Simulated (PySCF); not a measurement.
A structure optimised at GFN2-xTB (Å):
```
atom  x, y, z in Å
C1    -1.8986    0.5487    0.0345
C2    -1.7794   -0.8484    0.0055
C3    -0.5532   -1.4706   -0.0223
C4     0.5717   -0.6504   -0.0209
N5     1.9014   -0.9235   -0.0434
N6     2.6406    0.1949   -0.0329
C7     1.8145    1.2081   -0.0036
C8     0.4663    0.7628    0.0065
C9    -0.7936    1.3650    0.0351
H10   -2.8869    0.9838    0.0567
H11   -2.6778   -1.4477    0.0051
H12   -0.4624   -2.5460   -0.0444
H13    2.3543   -1.8219   -0.0644
H14    2.1864    2.2130    0.0090
H15   -0.8878    2.4401    0.0576
```

Charge 0, singlet.

Question: Which heavy atoms are bonded, and with what formal order?

Answer: C1–C2 1.40 Å (aromatic); C2–C3 1.38 Å (aromatic); C3–C4 1.39 Å (aromatic); C4–N5 1.36 Å (aromatic); N5–N6 1.34 Å (aromatic); N6–C7 1.31 Å (aromatic); C7–C8 1.42 Å (aromatic); C8–C9 1.40 Å (aromatic); C1–C9 1.37 Å (aromatic); C4–C8 1.42 Å (aromatic). Bonds to hydrogen (Å): C1–H10 1.08; C2–H11 1.08; C3–H12 1.08; N5–H13 1.01; C7–H14 1.07; C9–H15 1.08.

Question: Give the structure as a SMILES string.

Answer: `c1ccc2[nH]ncc2c1`, C7H6N2. Among its features: benzene ring, pyridine-type ring nitrogen and pyrrole-type ring nitrogen.

Question: What is the point group of this geometry?

Answer: Cs (tolerance 0.08 Å).

Question: Which rings does it hold (smallest set)?

Answer: C4–N5–N6–C7–C8 (5 members, 0.00 Å rms from planarity); C1–C2–C3–C4–C8–C9 (6 members, 0.00 Å rms from planarity).

Question: Classify the heavy atoms.

Answer: C1: aromatic CH carbon; C2: aromatic CH carbon; C3: aromatic CH carbon; C4: ring-fusion aromatic carbon; N5: pyrrole-type nitrogen; N6: pyridine-type nitrogen; C7: aromatic CH next to a ring nitrogen; C8: ring-fusion aromatic carbon; C9: aromatic CH carbon.

Question: What is the arrangement about N6?

Answer: It has 2 neighbours (N5, C7) and is bent (angle 107.3°).

Question: What is the arrangement about C2?

Answer: It has 3 neighbours (C1, C3, H11) and is planar (angles 121.8°, 119.4° and 118.8°, sum 360.0°, 0.00 Å off the plane of its three neighbours).

These are computed values.
